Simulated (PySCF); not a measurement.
**Peak assignment**

Mapped SMILES: `[CH2:1]=[C:2]1[CH:3]=[CH:4][c:5]2[cH:6][cH:7][c:8]([CH3:9])[cH:10][c:11]21`; H(Xn) means a hydrogen on atom n. Ha(C1) is cis to C3; Hb(C1) is trans to C3.

[PySCF 2.14.0 with density-fitted response routines: B3LYP/pcJ-1 coupling constants (without the spin–dipole term); coordinates at the PBE0-D3(BJ)/def2-SVP level; GIAO PBE0/pcSseg-1 shieldings; one conformer; relativity neglected; no solvent model; averaged over atoms made equivalent by symmetry, fast rotation or ring inversion]

Scale: TMS for ¹³C, ¹H (reference shieldings calculated alike).

Question: Assign these signals to the numbered atoms. ¹³C{¹H} NMR (computed): δ 155.2, 145.5, 141.1, 140.3, 139.7, 135.5, 134.3, 125.7, 125.6, 121.9, 23.4.

Answer: 
155.2 → C2, fully substituted alkene carbon: an sp2 carbon of a C=C bond
145.5 → C5, substituted aromatic carbon
141.1 → C4, alkene CH: the olefinic region
140.3 → C11, substituted aromatic carbon
139.7 → C8, substituted aromatic carbon
135.5 → C3, alkene CH: an sp2 carbon of a C=C bond
134.3 → C7, aromatic CH: the aromatic region
125.7 → C10, aromatic CH
125.6 → C6, aromatic CH
121.9 → C1, terminal =CH2 carbon: the olefinic region
23.4 → C9, methyl carbon on an aromatic ring: aliphatic region, no heteroatom directly attached

C4 and C11; C11 and C8; C3 and C7; C10 and C6 lie closer than the usual error of such a calculation, so a measured spectrum could show them in the other order.

Question: Assign these signals to the numbered atoms. ¹H NMR (600 MHz, computed): δ 7.52 (d, J = 1.3 Hz, 1H), 7.23 (m, 1H), 7.16 (m, 1H), 6.90 (ddd, J = 6.4, 1.8, 1.1 Hz, 1H), 6.47 (dd, J = 6.4, 1.2 Hz, 1H), 6.35 (t, J = 1.5 Hz, 1H), 5.93 (d, J = 1.1 Hz, 1H), 2.40 (d, J = 1.0 Hz, 3H).

Answer: 
7.52 → H(C10), hydrogen on an aromatic CH: it sits in the deshielding region of the aromatic ring current
7.23 → H(C6), hydrogen on an aromatic CH
7.16 → H(C7), hydrogen on an aromatic CH
6.90 → H(C4), hydrogen on an alkene CH: attached to an sp2 carbon and in the plane of the double bond
6.47 → H(C3), hydrogen on an alkene CH
6.35 → Hb(C1), hydrogen on a terminal =CH2 carbon: a vinylic proton, deshielded by the sp2 carbon and the C=C anisotropy
5.93 → Ha(C1), hydrogen on a terminal =CH2 carbon
2.40 → H(C9), hydrogen on a methyl carbon on an aromatic ring: benzylic-type position, deshielded by the ring

H(C6) and H(C7) lie closer than the usual error of such a calculation, so a measured spectrum could show them in the other order.

Splittings below 1 Hz are ignored in the labels, and close J values are merged. Unscaled 3J(H,H) at this level run about 10 % above measured values. Shifts are as computed. Against solution values, carbons near 30 ppm lie about +2 ppm off and those near 130 ppm about +5 ppm (rms about the fit 1.9 ppm; single classes can miss by 10 ppm). Of 1328 compounds with measured shifts, 309 miss one by over three times the rms of a fit or turn the order of signals round; such compounds aren't used in these exercises. Signals without a measured value on file couldn't be tested in this way; 1H shifts scatter by 0.2 ppm about their fit, and single ones miss by 0.5 ppm.
